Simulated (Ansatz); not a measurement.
**A substitution series on Sn: H to Cl**

On one Sn centre, n of the H ligands are replaced by Cl. The atomisation energy (no zero-point term) y in kJ/mol at CCSD(T)/def2-TZVPP. Shapes, held fixed at every level: PBE0-D4/def2-TZVP. Programs: Ansatz 0.2.0.

| molecule | n | y (kJ/mol) |
| --- | --- | --- |
| SnH4 | 0 | 1088 |
| SnH3Cl | 1 | 1135 |
| SnH2Cl2 | 2 | ? |
| SnCl4 | 4 | 1261 |

Task: Fit y = c + s·n to the known rows and predict SnH2Cl2.

Result: 
1. Means of the 3 rows: n = 1.66667, y = 1161.3.
2. Σ(Δn)² = 8.6667, Σ(Δn·Δy) = 372.33, so the slope is 372.33/8.6667 = 42.961.
3. Intercept: 1161.3 − (42.961) × 1.66667 = 1089.7. The largest residual of the fit is 2.3.
4. SnH2Cl2: 1089.7 + (42.961) × 2 = 1176 kJ/mol.

The run gave 1183 kJ/mol, so the prediction is off by -7 kJ/mol, more than the scatter of the fit. The steps per swap are +47, +48, +39 kJ/mol. The slope is only an average step. Other levels give for SnH2Cl2: SPW92/def2-TZVPP 1386; PBE-D4/def2-TZVPP 1211; wB97X-V/def2-TZVPP 1233 kJ/mol. Spin-orbit coupling of the free atoms (H 0, Cl 4 kJ/mol each; the atoms kept shift only the intercept) is left out. For atoms past krypton def2 sets carry core potentials with scalar relativity. Correlated rows may include outer-core shells of Sn, which these sets cover unevenly.
